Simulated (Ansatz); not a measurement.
# From B to In: the HOMO–LUMO gap

One atom is swapped for its congeners: BI3 (boron triiodide) `IB(I)I`; AlI3 (aluminum iodide) `[I][Al]([I])[I]`; GaI3 (gallium(iii) iodide) `[I][Ga]([I])[I]`; InI3 (indium triiodide) `[I][In]([I])[I]`. All are singlets with charge 0.

Shapes, held fixed at every level: PBE0-D4/def2-TZVP. Programs: Ansatz 0.2.0. Values in eV.

```json
{"level": "SPW92/def2-TZVPP", "BI3": "2.97", "AlI3": "3.85", "InI3": "2.83"}
{"level": "PBE-D4/def2-TZVPP", "BI3": "3.02", "AlI3": "3.95", "InI3": "2.96"}
{"level": "r2SCAN-D4/def2-TZVPP", "BI3": "3.46", "AlI3": "4.57", "InI3": "3.40"}
{"level": "r2SCAN0-D4/def2-TZVPP", "BI3": "5.14", "AlI3": "6.16", "InI3": "5.08"}
{"level": "wB97M-V/def2-TZVPP", "BI3": "8.84", "AlI3": "9.57", "InI3": "8.69"}
{"level": "wB97X-V/def2-TZVPP", "BI3": "9.08", "AlI3": "9.92", "InI3": "8.93"}
```

Problem. Estimate the column for GaI3 from its neighbours.

Solution. The mean of the neighbours at wB97X-V/def2-TZVPP is 9.43 eV, against 9.41 from the run. All rows: SPW92/def2-TZVPP 3.23; PBE-D4/def2-TZVPP 3.36; r2SCAN-D4/def2-TZVPP 3.83; r2SCAN0-D4/def2-TZVPP 5.55; wB97M-V/def2-TZVPP 9.12; wB97X-V/def2-TZVPP 9.41 eV. At wB97X-V/def2-TZVPP the HOMO–LUMO gap isn't monotonic: it is largest for Al and smallest for In (9.92 and 8.93 eV). Every level shows the same order. For atoms past krypton def2 sets carry core potentials with scalar relativity. Relativity is left out for Ga unless named. Orbital gaps aren't excitation energies, and the LUMO depends on the basis.
